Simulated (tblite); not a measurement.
Species: C7H9OPS.
Cartesian coordinates in Å at the GFN2-xTB level; atoms count from 1:
```
atom  x, y, z in Å
C1    -2.2864   -1.3170    0.9959
C2    -1.8242   -0.2640    0.3382
C3    -2.2353    0.1638   -1.0296
P4    -0.5684    0.7322    1.1976
O5    -0.4590    0.5085    2.6369
C6     0.9867    0.4708    0.3360
C7     2.1016   -0.0507    0.9270
C8     3.1917   -0.1585    0.0404
C9     2.8905    0.2799   -1.2097
S10    1.2706    0.8328   -1.3335
H11   -3.0275   -1.9832    0.5840
H12   -1.9319   -1.5283    1.9920
H13   -2.7127    1.1426   -0.9849
H14   -1.3651    0.2527   -1.6792
H15   -2.9330   -0.5485   -1.4635
H16   -0.9051    2.0404    0.8349
H17    2.1185   -0.3352    1.9639
H18    4.1564   -0.5410    0.3215
H19    3.5228    0.3121   -2.0747
```

Method: GFN2-xTB as coded in tblite; computed harmonic values from a numerical Hessian at the method's own geometry, unscaled. The method is semi-empirical: single wavenumbers can be off by several per cent or more. Modes of hydrogen on phosphorus can be 10 to 20 % off. One conformer, not necessarily the lowest.

Harmonic wavenumbers (cm⁻¹): 25.3, 35.0, 76.6, 102.1, 136.9, 185.2, 218.2, 279.6, 325.8, 379.6, 408.6, 440.7, 485.7, 531.1, 632.7, 676.4, 690.4, 732.6, 748.1, 821.8, 847.4, 854.3, 882.5, 912.3, 926.3, 944.8, 999.4, 1008.0, 1036.1, 1072.0, 1095.4, 1171.3, 1206.8, 1288.4, 1329.5, 1382.5, 1401.5, 1433.6, 1463.9, 1469.9, 1531.0, 1691.1, 2251.4, 3000.9, 3016.0, 3040.0, 3085.1, 3115.3, 3129.3, 3137.6, 3164.2.

A = 1717, B = 739.0, C = 593.0 MHz; mass 172.011 u (most abundant isotopes); point group C1, symmetry number 1.

Q: Zero-point energy?

A: Half the sum of the wavenumbers: 30410 cm⁻¹ = 363.79 kJ/mol.

Q: Entropy at 298.15 K, 1 bar (ideal gas, RRHO, classical rotation)?

A: Translation 173.05, rotation 127.34, vibration 152.02: S = 452.4 J/(mol K).

Q: And Cp and H(298.15 K) − H(0)?

A: Cp = 177.43 J/(mol K), of which vibrations give 144.17 (their classical limit is 51 R = 424.0); H(298.15 K) − H(0) = 32.13 kJ/mol without the zero-point energy, 22.21 from vibrations.

Q: How do the functions run with temperature in this model?

A: 
```tsv
T (K)	S (J/(mol K))	Cp (J/(mol K))	H − H(0) (kJ/mol)	G − H(0) (kJ/mol)	ln q(vib)
50	267.0	63.4	2.42	-10.93	1.31
100	318.2	86.3	6.18	-25.65	3.08
373.15	495.9	210.8	46.71	-138.33	11.56
500	564.4	257.4	76.54	-205.65	15.27
750	681.4	318.8	149.24	-361.84	22.21
1000	778.8	357.1	234.07	-544.72	28.55
```

q(vib) and H(0) count from the zero-point level.

Q: What must be added to the electronic energy to get the Gibbs energy at 298.15 K and 1 bar?

A: ZPE + [H(298.15 K) − H(0)] − T·S = 363.79 + 32.13 − 134.89 = 261.03 kJ/mol.

Q: Blend soft modes into free rotors: weight 1/[1 + (100 cm⁻¹/ν̃)⁴] for the oscillator and the rest for a rotor with moment μB/(μ + B), μ = h/(8π²ν), B = 10⁻⁴⁴ kg m². What vibrational entropy results?

A: 133.17 J/(mol K) in place of 152.02, which changes −T·S at 298.15 K by +5.62 kJ/mol.

Q: Which modes carry the vibrational entropy at 298.15 K?

A: 25.3 cm⁻¹: 25.80; 35.0 cm⁻¹: 23.11; 76.6 cm⁻¹: 16.64; 102.1 cm⁻¹: 14.28; 136.9 cm⁻¹: 11.91; 185.2 cm⁻¹: 9.52 J/(mol K); the other 45 give 50.75 together.

Hindered rotation and anharmonicity are outside this model. Other conformers, if any are populated, would add a mixing term that is left out. The structure is chiral; the term R ln 2 for an equal mix with its mirror image is left out.

Hardware: an Arm Neoverse V2 with one thread, on a shared host. The figure is for the frequency step alone.
